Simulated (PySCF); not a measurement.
# C₆ coefficients of unlike pairs at PBE

Calculated with PySCF 2.14 from the dipole response of each species, C₆(A,B) = (3/π) ∫ α_A(iu) α_B(iu) du, in atomic units, from isotropic polarisabilities. For ions this is the dispersion term alone; charge-induced terms of lower order in 1/R come first.

| species | configuration | basis | relativity | α (bohr³) | C₆ (like pair) |
| --- | --- | --- | --- | --- | --- |
| Ar⁺ | [Ne] 3s2 3p5 (2P) | dyall-av3z (19s12p3d2f) | none | 6.984 | 31.81 |
| Rh⁺ | [Kr] 4d8 (3F) | aug-cc-pwCVQZ-PP with ECP28MDF (9s9p8d5f4g3h) | core potential | 14.40 | 90.61 |
| Ta⁺ | [Xe] 4f14 5d3 6s1 (5F) | aug-cc-pVTZ-PP with ECP60MDF (6s6p5d3f2g) | core potential | 41.16 | 354.7 |
| Ag | [Kr] 4d10 5s1 (2S) | aug-cc-pVTZ-PP with one added diffuse shell each of s, p, d, f, g type with ECP28MDF (7s7p6d4f3g) | core potential | 47.40 | 379.1 |

Problem. Estimate C₆ for Ta⁺ with Rh⁺.

Solution. The integral gives 170.4. The combination rule 2 C_A C_B / (C_A α_B/α_A + C_B α_A/α_B) gives 167.8 and the geometric mean 179.3.

No spin-orbit coupling is included.

The other pairs:

```tsv
pair	C₆
Rh⁺, Ar⁺	53.25
Ag, Ar⁺	97.75
Ta⁺, Ar⁺	96.52
Ag, Rh⁺	173.6
Ag, Ta⁺	365.6
```
